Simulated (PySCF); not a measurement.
Ranking problems on computed properties.

Each SMILES stands for a single optimised conformer of the isolated species, non-relativistic unless stated. Electronic properties by PySCF.

The conformers computed, where there is a choice (atom-mapped SMILES and torsion angles):
- `[O:1]=[CH:2][SiH2:3][F:4]`: O1–C2–Si3–F4 179°
- `[CH3:1][CH:2]([CH3:3])[SiH2:4]/[CH:5]=[CH:6]/[SiH3:7]`: C1–C2–Si4–C5 -57°, C2–Si4–C5–C6 117°
- `[CH3:1][CH2:2][Si:3]([SiH3:4])([SiH3:5])[Cl:6]`: C1–C2–Si3–Si4 -58°
- `[CH2:1]=[N:2][Si@@H:3]([NH:4][CH3:5])[N:6]([CH3:7])[CH3:8]`: C1–N2–Si3–N4 109°, N2–Si3–N4–C5 -88°, N2–Si3–N6–C7 -177°

Task: Rank by lowest singlet excitation, highest first (TDDFT B3LYP/def2-SVPD at PBE0-D3(BJ)/def2-SVP geometries).
A. `O=C[SiH2]F`
B. `CC[NH][Ge]([Cl])([Cl])[Cl]`
C. `C(=C\[SiH2]C(C)C)/[SiH3]`
D. `C=C(Br)Br`

Result: C (5.58 eV), D (4.93 eV), B (4.68 eV), A (3.22 eV).

Task: Give the two extremes of that set as wavelengths.

Result: `O=C[SiH2]F`: 386 nm; `CC(C)[SiH2]/C=C/[SiH3]`: 222 nm.

Task: Rank by smallest rotational constant, highest first (PBE0-D3(BJ)/def2-SVP).
A. `O=C[SiH2]F`
B. `CC(C)[SiH2]/C=C/[SiH3]`
C. `C=C(Br)Br`
D. `C=N[Si@@H](NC)N(C)C`
E. `CC[Si]([SiH3])([SiH3])Cl`

Result: A (2.790 GHz), C (1.048 GHz), E (0.947 GHz), D (0.873 GHz), B (0.568 GHz).

Task: Rank by lowest triplet excitation (Tamm–Dancoff), lowest first (TDA B3LYP/def2-SVPD at PBE0-D3(BJ)/def2-SVP geometries).
A. `O=C[SiH2]F`
B. `CC[Si]([SiH3])([SiH3])Cl`
C. `CC[NH][Ge]([Cl])([Cl])[Cl]`
D. `CC([SiH2]/C=C/[SiH3])C`

Result: A (2.53 eV), D (4.06 eV), C (4.36 eV), B (5.11 eV).

Task: By how much do the two ends of that ranking differ?

Result: By 2.58 eV, between `CC[Si]([SiH3])([SiH3])Cl` and `O=C[SiH2]F`.

Task: Rank by electronic spatial extent ⟨r²⟩ about the centre of nuclear charge, lowest first (B3LYP/def2-SVPD at PBE0-D3(BJ)/def2-SVP geometries).
A. `O=C[SiH2]F`
B. `CC[Si]([SiH3])([SiH3])Cl`
C. `C=C(Br)Br`
D. `[SiH3]/C=C/[SiH2]C(C)C`

Result: A (415 bohr²), C (912 bohr²), B (1603 bohr²), D (2054 bohr²).

Task: By how much do the two ends of that ranking differ?

Result: By 1639 bohr², between `CC(C)[SiH2]/C=C/[SiH3]` and `O=C[SiH2]F`.

Task: Rank by HOMO–LUMO gap, highest first (B3LYP/def2-SVPD at PBE0-D3(BJ)/def2-SVP geometries).
A. `CC[NH][Ge]([Cl])([Cl])[Cl]`
B. `CC[Si]([SiH3])([SiH3])Cl`
C. `CC([SiH2]/C=C/[SiH3])C`
D. `O=C[SiH2]F`
E. `C=C(Br)Br`

Result: B (6.63 eV), C (6.39 eV), E (6.06 eV), A (5.64 eV), D (4.96 eV).

Task: By how much do the two ends of that ranking differ?

Result: By 1.67 eV, between `CC[Si]([SiH3])([SiH3])Cl` and `O=C[SiH2]F`.

Task: Rank by static isotropic polarisability, lowest first (B3LYP/def2-SVPD at PBE0-D3(BJ)/def2-SVP geometries).
A. `CC(C)[SiH2]/C=C/[SiH3]`
B. `C=C(Br)Br`
C. `CC[NH][Ge]([Cl])([Cl])[Cl]`
D. `O=C[SiH2]F`

Result: D (42.2 au), B (69.4 au), C (104.0 au), A (122.5 au).

Task: By how much do the two ends of that ranking differ?

Result: By 80.3 au, between `CC(C)[SiH2]/C=C/[SiH3]` and `O=C[SiH2]F`.
